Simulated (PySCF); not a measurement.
The scaffold SiH2Cl-X carries different groups X. Gas-phase values, no solvent. One relaxed conformer stands for each flexible species; it need not be the lowest. Strings in code marks are SMILES.

Quantity: vertical ionisation energy (energy after one electron is removed minus that of the parent at the parent's geometry), in eV.

Case: `Cl[SiH2]I`. Geometry of `[SiH2](I)Cl` (neutral, multiplicity 1, Å):

```xyz
5

Cl    -1.4140     1.4154    -0.0972
Si    -0.1091    -0.1538     0.0141
I      2.1880     0.6251    -0.0812
H     -0.3159    -0.8428     1.3039
H     -0.3491    -1.0438    -1.1397
```

Q: What is the computed vertical ionisation energy (energy after one electron is removed minus that of the parent at the parent's geometry) (PBE-D3(BJ)/def2-TZVP // PBE0-D4/def2-TZVP (PySCF))?

A: 9.83 eV.
